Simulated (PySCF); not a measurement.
Computed IR spectrum (relative IR intensity) of a molecule CH₃F₃OSi. Geometry optimised at PBE0-D3(BJ)/def2-SVP. The values are those of a single conformer. Computed with PBE0-D3(BJ)/def2-SVP in PySCF. Frequencies are harmonic and unscaled.

Lines under 2 % of the strongest are left out, and lines within 2 cm⁻¹ are merged.

| ν (cm⁻¹) | relative intensity |
|---|---|
| 151 | 4.9 |
| 188 | 4.2 |
| 287 | 29 |
| 334 | 5.3 |
| 347 | 25 |
| 404 | 23 |
| 766 | 2.0 |
| 813 | 59 |
| 887 | 100 |
| 981 | 75 |
| 1021 | 51 |
| 1082 | 40 |
| 1238 | 2.7 |
| 1315 | 2.5 |
| 1452 | 3.2 |
| 3071 | 3.0 |
| 3138 | 2.3 |
| 3899 | 54 |

Problem. Which molecule gave these data?
(A) OC[Si](F)(F)F
(B) O[SiH2]C(F)(F)F
(C) CO[Si](F)(F)F
(D) O[Si](F)(F)CF

Solution. D, O[Si](F)(F)CF
